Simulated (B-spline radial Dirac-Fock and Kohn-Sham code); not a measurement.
## Dy⁵⁹⁺: scattering cross sections and density moments

System: Dy⁵⁹⁺, [He] 2s2 2p3.

These are calculated numbers from a B-spline atomic structure program; the model is relativistic Hartree-Fock (Dirac-Fock) wave functions, averaged over the configuration.

| Quantity | Value |
| --- | --- |
| Sum of ⟨r⟩ | 0.4421 bohr |
| Sum of ⟨r²⟩ | 0.03982 bohr² |
| Sum of ⟨1/r⟩ | 237.23 per bohr |
| Langevin diamagnetic susceptibility | -0.0315 × 10⁻⁶ cm³/mol |
| Lamb shielding (α²/3)Σ⟨1/r⟩ | 4211 ppm |

Coherent scattering is the Thomson cross section weighted by f₀², without anomalous dispersion; incoherent scattering is Klein-Nishina weighted by S. The Lamb formula is the non-relativistic shielding expression. Electron correlation is left out. A dash stands where the photon energy is too low for the impulse approximation behind that column.

```
hν (keV)  coherent (b)  incoherent (b)  incoherent per electron (b)
       1         32.59               –                            –
       2         32.56               –                            –
       5         32.38               –                            –
  8.0478         32.03               –                            –
 17.4793         30.06               –                            –
      50         18.94               –                            –
     500        0.6842           1.836                        0.262
    1000        0.1869           1.421                        0.203
```
